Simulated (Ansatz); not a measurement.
Reaction (ligand exchange at a Ge–Cl bond): `[CH3][Ge]([NH2])([Cl])[Cl]` + H–F → `[CH3][Ge]([NH2])([F])[Cl]` + HCl

Program: Ansatz. Geometries: PBE0-D4/def2-TZVP. ΔE: electronic, gas phase. CBS: MP2 limit from def2 TZ/QZ plus the TZ coupled-cluster correction, frozen cores. This one scheme is used for every species. Functionals use def2-TZVPP. For Ge outer-core shells are correlated without core-valence functions, which leaves a few kJ/mol of doubt a bond. Scalar relativity is left out up to krypton. One conformer a species, not always the lowest.

CCSD(T)/CBS gives +0.8 kcal/mol.

(1) Another level gave -3.0 kcal/mol. Which?
A. MP2/def2-TZVPP
B. r2SCAN0/def2-TZVPP
C. B97M-V/def2-TZVPP
D. CAM-B3LYP/def2-TZVPP

(2) What do rigid-rotor, harmonic-oscillator terms from PBE0-D4/def2-TZVP frequencies (298.15 K, 1 bar) make of the CCSD(T)/CBS value? (Estimate.)

Largest T1 diagnostic among the species: 0.010.

Answers

(1) D. CAM-B3LYP -3.0, r2SCAN0 -0.3, MP2/def2-TZVPP 1.4, B97M-V -1.9 kcal/mol.

(2) Ansatz gave: ΔZPE = -0.8 kcal/mol, ΔH = -0.4 kcal/mol, ΔS = -4 J/(mol·K), ΔG = -0.1 kcal/mol. Modes under 50 cm⁻¹ make the entropy rough.

The D4 term adds +1.8 kcal/mol with B3LYP and +1.0 kcal/mol with PBE0; it sums over pairs of atoms, weighted by their polarisabilities, and B3LYP, whose exchange is more repulsive, gets the larger term. From BLYP to BHLYP (50 % exact exchange), in def2-TZVPP and without D4, ΔE moves by +1.4 kcal/mol. At CCSD(T), def2-SVP lies −4.5 kcal/mol from the extrapolated value and def2-TZVPP −1.1 kcal/mol.

B3LYP here is the variant with VWN-RPA as its local correlation; programs differ in this.
